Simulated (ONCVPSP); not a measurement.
# Before and after: ONCV potential for Zn

Zn, optimised norm-conserving Vanderbilt (ONCV), made with ONCVPSP 4.0.1 (LDA (Perdew-Wang 92), scalar-relativistic). Core [Ne], reference 3s2 3p6 3d10 4s1.75 (charge +0.25). Waves: 3s+4s: rc 1.30 bohr, ncon 5, nbas 10, qcut 9.3 1/bohr, 2 projectors; 3p: rc 0.70 bohr, ncon 4, nbas 8, qcut 10.3 1/bohr, 2 projectors, debl 3.1 Ha; 3d: rc 1.30 bohr, ncon 3, nbas 7, qcut 10 1/bohr, 3 projectors, debl 2.6 Ha. Local part: polynomial inside 0.55 bohr (lpopt 5, dvloc0 4 Ha). Core correction: Teter function, fcfact 5.25, rcfact 1.75.

In the p channel the program set the typed energies aside and used -3.143, 0.250 Ha.

Change: all radii but the core radius scaled by about 1.09 (s 1.42, p 0.76, d 1.42 bohr); local potential polynomial inside 0.60 bohr (lpopt 5, dvloc0 4 Ha).

Cutoffs: the cutoffs (Ha) at which the residual kinetic energy of the hardest occupied pseudo-wave falls to 1 and 0.1 mHa per electron; they do not see the model core or the augmentation charge, which bear on the density cutoff. Errors are all-electron minus pseudo energies relative to the spin-unpolarised reference configuration.

How do hardness, ghosts and transferability respond?

The potential gets softer (126 Ha and 389 Ha → 48 Ha and 290 Ha); of the 4 tests that both files solve, the error grows in 2 and shrinks in 0 by more than 15 % and 0.3 meV (median size 3.6 → 4.5 meV); neither file shows a bound ghost. A larger radius leaves more room for a smooth pseudo-wave, so fewer plane waves are needed.

```csv
quantity,base,changed
"cutoff, loose",126 Ha,48 Ha
"cutoff, tight",389 Ha,290 Ha
loose cutoff by channel,"s 27 Ha, p 126 Ha, d 46 Ha","s 18 Ha, p 48 Ha, d 43 Ha"
bound ghosts,none,none
GHOST(+) flags under 300 eV,none,none
"error for 3s2 3p6 3d10 4s2, meV [ΔE -1.79 eV]",+0.2,+0.3
"error for 3s2 3p6 3d10 4s1, meV [ΔE 8.39 eV]",+0.5,+0.7
"error for 3s2 3p6 3d10 4s0, meV [ΔE 27.15 eV]",+6.6,+8.3
"error for 3s1 3p6 3d10 4s2, meV [ΔE 135.68 eV]",-688,-846
"rms error of d²Exc/dni dnj with the model core, mHa",3.20,3.28
```
